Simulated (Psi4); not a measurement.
F₃In, triplet, at a GFN2-xTB geometry (such geometries of metal compounds can be far from the true shape) (a higher spin typed on purpose: for a closed-shell molecule this is an excited state) (core potentials on In); B3LYP/def2-SVP run with Psi4.

Input for Psi4:
```
memory 2 GB

molecule mol {
0 3
In   -0.000000   -0.000000   -0.000000
F    -1.990798   -1.210996    0.035394
F     0.017942    2.189572   -0.797805
F     1.972855   -0.978576    0.762411
}

set {
  basis def2-svp
  reference uks
  damping_percentage 50
}

energy('b3lyp')
print_variables()
```

The log (banner, timings and long lists left out):

```
   => Loading Basis Set <=

    Name: DEF2-SVP
    Role: ORBITAL
    Keyword: BASIS

    !!!  WARNING: ECP capability is in beta. Please check occupations closely.  !!!

         ---------------------------------------------------------
                                   SCF
               by Justin Turney, Rob Parrish, Andy Simmonett
                          and Daniel G. A. Smith
                              UKS Reference
         ---------------------------------------------------------

  ==> Geometry <==

    Molecular point group: c1
    Full point group: C1

    Geometry (in Angstrom), charge = 0, multiplicity = 3:

       Center              X                  Y                   Z               Mass
    ------------   -----------------  -----------------  -----------------  -----------------
         IN           0.000000110521    -0.000000000000     0.000000000000   114.903878776000
         F           -1.990797889479    -1.210996000000     0.035394000000    18.998403162730
         F            0.017942110521     2.189572000000    -0.797805000000    18.998403162730
         F            1.972855110521    -0.978576000000     0.762411000000    18.998403162730

  Running in c1 symmetry.

  Rotational constants: A =      0.10892  B =      0.10892  C =      0.05446 [cm^-1]
  Rotational constants: A =   3265.32113  B =   3265.32049  C =   1632.66040 [MHz]
  Nuclear repulsion =  160.605684723652558

  Charge       = 0
  Multiplicity = 3
  Electrons    = 48
  Nalpha       = 25
  Nbeta        = 23

  ==> Algorithm <==

  SCF Algorithm Type is DF.
  DIIS enabled.
  MOM disabled.
  Fractional occupation disabled.
  Guess Type is SAD.
  Energy threshold   = 1.00e-06
  Density threshold  = 1.00e-06
  Integral threshold = 1.00e-12

  ==> Primary Basis <==

  Basis Set: DEF2-SVP
    Blend: DEF2-SVP
    Number of shells: 28
    Number of basis functions: 68
    Number of Cartesian functions: 73
    Spherical Harmonics?: true
    Max angular momentum: 2

  Core potential: DEF2-SVP
    Number of shells: 4
    Number of ECP primitives: 18
    Number of ECP core electrons: 28
    Max angular momentum: 3

  ==> DFT Potential <==

   => LibXC <=

    Version 7.1.2
    S. Lehtola, C. Steigemann, M. J. T. Oliveira, and M. A. L. Marques,  SoftwareX 7, 1–5 (2018) (10.1016/j.softx.2017.11.002)

   => Composite Functional: B3LYP <=

    B3LYP Hyb-GGA Exchange-Correlation Functional

    P. J. Stephens, F. J. Devlin, C. F. Chabalowski, and M. J. Frisch,  J. Phys. Chem. 98, 11623 (1994) (10.1021/j100096a001)

    Deriv               =              1
    GGA                 =           TRUE
    Meta                =          FALSE

    Exchange Hybrid     =           TRUE
    MP2 Hybrid          =          FALSE

   => Exchange Functionals <=

    0.0800   Slater exchange
    0.7200         Becke 88

   => Exact (HF) Exchange <=

    0.2000               HF

   => Correlation Functionals <=

    0.1900   Vosko, Wilk & Nusair (VWN5_RPA)
    0.8100   Lee, Yang & Parr

   => LibXC Density Thresholds  <==

    XC_HYB_GGA_XC_B3LYP:  1.00E-15

   => Molecular Quadrature <=

    Radial Scheme          =       TREUTLER
    Pruning Scheme         =           NONE
    Nuclear Scheme         =       TREUTLER

    Blocking Scheme        =         OCTREE
    BS radius alpha        =              1
    Pruning alpha          =              1
    Radial Points          =             75
    Spherical Points       =            302
    Total Points           =          87548
    Total Blocks           =            724
    Max Points             =            256
    Max Functions          =             66
    Weights Tolerance      =       1.00E-15

   => Loading Basis Set <=

    Name: (DEF2-SVP AUX)
    Role: JKFIT
    Keyword: DF_BASIS_SCF

  ==> Integral Setup <==

  SCF_SUBTYPE=INCORE selected. In-core MEM_DF algorithm will be used.
  Using in-core AOs.

  ==> MemDFJK: Density-Fitted J/K Matrices <==

    J tasked:                   Yes
[...]
   @DF-UKS iter  73:  -489.35797514198237    1.82586e-04   3.48346e-05 DIIS/DAMP=50%
   @DF-UKS iter  74:  -489.35781983308738    1.55309e-04   5.15303e-05 DIIS/DAMP=50%
   @DF-UKS iter  75:  -489.35800322912405   -1.83396e-04   5.27660e-05 DIIS/DAMP=50%
   @DF-UKS iter  76:  -489.35793664950398    6.65796e-05   6.22911e-05 DIIS/DAMP=50%
   @DF-UKS iter  77:  -489.35697823943769    9.58410e-04   8.70265e-05 DIIS/DAMP=50%
   @DF-UKS iter  78:  -489.35787299760688   -8.94758e-04   5.99681e-05 DIIS/DAMP=50%
   @DF-UKS iter  79:  -489.35836515084816   -4.92153e-04   3.09797e-05 DIIS/DAMP=50%
   @DF-UKS iter  80:  -489.35899394749060   -6.28797e-04   3.77881e-05 DIIS/DAMP=50%
   @DF-UKS iter  81:  -489.35867244465499    3.21503e-04   2.75037e-05 DIIS/DAMP=50%
   @DF-UKS iter  82:  -489.35809287113540    5.79574e-04   1.03243e-04 DIIS/ADIIS/DAMP=50%
   @DF-UKS iter  83:  -489.35847597005886   -3.83099e-04   3.53058e-05 DIIS/DAMP=50%
   @DF-UKS iter  84:  -489.35798372644967    4.92244e-04   1.28786e-04 DIIS/ADIIS/DAMP=50%
   @DF-UKS iter  85:  -489.35807883938651   -9.51129e-05   1.01241e-04 DIIS/ADIIS/DAMP=50%
   @DF-UKS iter  86:  -489.35804472873536    3.41107e-05   1.07617e-04 DIIS/ADIIS/DAMP=50%
   @DF-UKS iter  87:  -489.35802744441463    1.72843e-05   9.23838e-05 DIIS/DAMP=50%
   @DF-UKS iter  88:  -489.35712032658432    9.07118e-04   1.59138e-04 DIIS/ADIIS/DAMP=50%
   @DF-UKS iter  89:  -489.35760365161013   -4.83325e-04   1.28697e-04 DIIS/ADIIS/DAMP=50%
   @DF-UKS iter  90:  -489.35735909447101    2.44557e-04   8.22657e-05 DIIS/DAMP=50%
   @DF-UKS iter  91:  -489.35764671931025   -2.87625e-04   9.92087e-05 DIIS/DAMP=50%
   @DF-UKS iter  92:  -489.35877054234766   -1.12382e-03   1.43659e-04 DIIS/ADIIS/DAMP=50%
   @DF-UKS iter  93:  -489.35793036636926    8.40176e-04   1.07908e-04 DIIS/ADIIS/DAMP=50%
   @DF-UKS iter  94:  -489.35868683400139   -7.56468e-04   2.49521e-04 DIIS/ADIIS/DAMP=50%
   @DF-UKS iter  95:  -489.35674208960239    1.94474e-03   1.60991e-04 DIIS/ADIIS/DAMP=50%
   @DF-UKS iter  96:  -489.35693560570837   -1.93516e-04   1.79533e-04 DIIS/ADIIS/DAMP=50%
   @DF-UKS iter  97:  -489.35749727295627   -5.61667e-04   1.85751e-04 DIIS/ADIIS/DAMP=50%
   @DF-UKS iter  98:  -489.35753721496468   -3.99420e-05   1.43341e-04 DIIS/ADIIS/DAMP=50%
   @DF-UKS iter  99:  -489.35790665209936   -3.69437e-04   1.05430e-04 DIIS/ADIIS/DAMP=50%
   @DF-UKS iter 100:  -489.35810516086684   -1.98509e-04   1.01962e-04 DIIS/ADIIS/DAMP=50%

PsiException: Could not converge SCF iterations in 100 iterations.

  Failed to converge.

Traceback (most recent call last):
  File "psi4", line 375, in <module>
  File "<string>", line 26, in <module>
  File "site-packages/psi4/driver/driver.py", line 533, in energy
  File "site-packages/psi4/driver/procrouting/proc.py", line 2760, in run_scf
  File "site-packages/psi4/driver/procrouting/proc.py", line 2047, in scf_helper
  File "site-packages/psi4/driver/procrouting/scf_proc/scf_iterator.py", line 93, in scf_compute_energy
  File "site-packages/psi4/driver/procrouting/scf_proc/scf_iterator.py", line 86, in scf_compute_energy
  File "site-packages/psi4/driver/procrouting/scf_proc/scf_iterator.py", line 609, in scf_iterate

psi4.driver.p4util.exceptions.SCFConvergenceError: Could not converge SCF iterations in 100 iterations.

Printing out the relevant lines from the Psithon --> Python processed input file:
    ""","mol")
    core.IO.set_default_namespace("mol")
    core.set_global_option("BASIS", "def2-svp")
    core.set_global_option("REFERENCE", "uks")
    core.set_global_option("DAMPING_PERCENTAGE", 50)
--> energy('b3lyp')
    print_variables()

!-------------------------------------------------------!
!                                                       !
!  Could not converge SCF iterations in 100 iterations. !
!                                                       !
!-------------------------------------------------------!
```

Convergence was not reached.
